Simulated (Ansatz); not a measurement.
C₂H₆BrClGaN, singlet, geometry from GFN2-xTB (such geometries of metal compounds can be far from the true shape), atoms displaced at random by about 0.03 Å a coordinate; B3LYP/STO-3G, gradient (Ansatz, an electronic-structure program).

The Ansatz input:
Ansatz 0.2 input:
```yaml
crystal:
  periodic: [false, false, false]
  atoms:
    - {symbol: Ga, position_ang: [-0.02341093, -0.44739399, -0.04053597]}
    - {symbol: Cl, position_ang: [-0.43859935, -2.22506038, -0.97883937]}
    - {symbol: Br, position_ang: [-0.50877035, 1.57167749, -1.13137904]}
    - {symbol: N, position_ang: [0.86243947, -0.20454334, 1.62141715]}
    - {symbol: C, position_ang: [1.05273837, -1.42689699, 2.42399404]}
    - {symbol: C, position_ang: [0.93609449, 1.02664453, 2.34330566]}
    - {symbol: H, position_ang: [2.11769295, -1.37744684, 2.79461867]}
    - {symbol: H, position_ang: [0.48720885, -1.49098150, 3.30547681]}
    - {symbol: H, position_ang: [0.95012776, -2.28602175, 1.84851040]}
    - {symbol: H, position_ang: [0.27304141, 0.96278640, 3.22622356]}
    - {symbol: H, position_ang: [1.98785365, 1.13712818, 2.68186516]}
    - {symbol: H, position_ang: [0.64779657, 1.87355992, 1.68926479]}
basis:
  gaussian:
    orbitals: STO-3G
hamiltonian:
  xc: b3lyp
output: {forces: true}
```

It wrote (shortened):

```
Functional definition: B3LYP
758 factors; integrals over basis functions are off by at most 6.9e-5 eV
mean field evaluation 1: about -136007.5061 eV, gradient 3.9e2 eV
mean field evaluation 2: about -136695.1831 eV, gradient 1.5e2 eV
mean field evaluation 4: about -136888.3278 eV, gradient 1.3e2 eV
mean field evaluation 8: about -137045.9472 eV, gradient 2.5e1 eV
mean field evaluation 16: about -137048.1605 eV, gradient 6.3e-3 eV
mean field -137048.16050049 eV, -5036.4270038134 hartree, gradient 8.6e-5 eV, S^2 0.000000; 0 other end points of the search recorded, 0 dependent functions left out
the calculation of the forces begins
reference -137048.16072519 eV, -5036.4270120710 hartree; 54, 54 occupied and 12, 12 virtual orbitals, 758 factors
Total energy: -137048.16072519 eV, -5036.4270120710 hartree
Atom 0 at    -0.023411    -0.447394    -0.040536 Å, force     1.860765     1.085392     3.359122 eV/Å
Atom 1 at    -0.438599    -2.225060    -0.978839 Å, force     0.185370     0.874290     0.293384 eV/Å
Atom 2 at    -0.508770     1.571677    -1.131379 Å, force     0.426570    -1.360305     0.857249 eV/Å
Atom 3 at     0.862439    -0.204543     1.621417 Å, force    -4.054722    -2.543336    -7.242236 eV/Å
Atom 4 at     1.052738    -1.426897     2.423994 Å, force     3.993588     2.292737     0.750979 eV/Å
Atom 5 at     0.936094     1.026645     2.343306 Å, force     0.575589     1.472024     1.097904 eV/Å
Atom 6 at     2.117693    -1.377447     2.794619 Å, force    -0.522449    -0.431974    -0.195400 eV/Å
Atom 7 at     0.487209    -1.490981     3.305477 Å, force    -1.979331     0.023990     1.941515 eV/Å
Atom 8 at     0.950128    -2.286022     1.848510 Å, force    -0.450847    -2.361398    -1.648581 eV/Å
Atom 9 at     0.273041     0.962786     3.226224 Å, force    -0.008759     0.493632     0.239073 eV/Å
Atom 10 at     1.987854     1.137128     2.681865 Å, force    -0.109116     0.528552     0.287205 eV/Å
Atom 11 at     0.647797     1.873560     1.689265 Å, force     0.083342    -0.073604     0.259785 eV/Å
Dipole moment:     0.234992     0.120427     0.633864 e Å
```
